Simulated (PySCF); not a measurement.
C2H9AlN, SMILES [CH3][Al+]([CH3])<-[NH3] (connectivity only; charge and spin as stated), charge +1, multiplicity 1.

Geometry: r2SCAN-D4/def2-SVP. The multiplicity is an assumed one; no other spin state was optimised. The isomer is the one that the SMILES or the coordinates give; other isomers of the formula were not compared.

Computed with PySCF 2.14.0 with C-PCM-M06-2X/def2-SVP.

The values are the electrostatic part of the solvation free energy, E(continuum) − E(gas) at the gas-phase geometry, in a cavity of scaled van der Waals radii (PySCF's table); cavitation and dispersion terms are not included. A continuum can't describe solvent molecules that bind to the metal. In vacuum the orbital gap is 8.95 eV.

### Question
Estimate the values in water (ε = 78.36), diethylether (ε = 4.24), dimethylsulfoxide (ε = 46.83). (Estimate from the structure and the level; the computed values follow.)

### Answer

| solvent | ε | ΔG(elec) (kcal/mol) | gap (eV) |
|---|---|---|---|
| water | 78.36 | -66.0 | 9.49 |
| diethylether | 4.24 | -50.7 | 9.34 |
| dimethylsulfoxide | 46.83 | -65.4 | 9.48 |
